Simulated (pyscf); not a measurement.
# H₃Si–AsH–GeH₃, singlet

Gas-phase minimum from PySCF at ωB97X-D3(BJ)/def2-SVP, one conformer. 

```
As
H 1 1.5197
Si 1 2.3473 2 93.21
H 3 1.4911 1 109.71 2 77.59
H 3 1.4918 4 109.16 1 123.69
H 3 1.4919 4 109.09 5 118.79
Ge 1 2.4000 2 93.56 3 -92.65
H 7 1.5358 1 109.22 2 -74.84
H 7 1.5368 8 109.24 1 117.55
H 7 1.5372 8 109.44 9 119.32
```

Properties at ωB97X-D3(BJ)/def2-SVP:

```yaml
harmonic_wavenumbers_unscaled: 50, 89, 128, 288, 385, 453, 468, 517, 592, 692, 732, 830, 901, 907, 916, 954, 962, 2179, 2187, 2190, 2247, 2253, 2259, 2264 cm⁻¹
zero_point_energy: 36.4 kcal/mol
rotational_symmetry_number: 1
Entropy of this conformer at 298 K and 1 atm, rigid rotor and harmonic oscillator, modes under 100 cm⁻¹ raised to 100: 359.9 J/(mol K)
dipole_moment: 0.56 D
```

Single-point totals, which compare only within one level:

| level | total energy (hartree) |
|---|---|
| ωB97X-D3(BJ)/def2-TZVP | -4606.54149 |
| PBE/def2-TZVP | -4605.77598 |
| r²SCAN/def2-TZVP | -4606.54779 |
| B3LYP-D3(BJ)/def2-TZVP | -4606.73022 |
| PBE0-D3(BJ)/def2-TZVP | -4605.94242 |
| M06-2X/def2-TZVP | -4606.56947 |
| ωB97M-D3(BJ)/def2-TZVP | -4606.66862 |

Soft torsions are taken as harmonic, which can shift the entropy by several J/(mol K). Elements up to Kr have no core potential and no relativistic terms here.
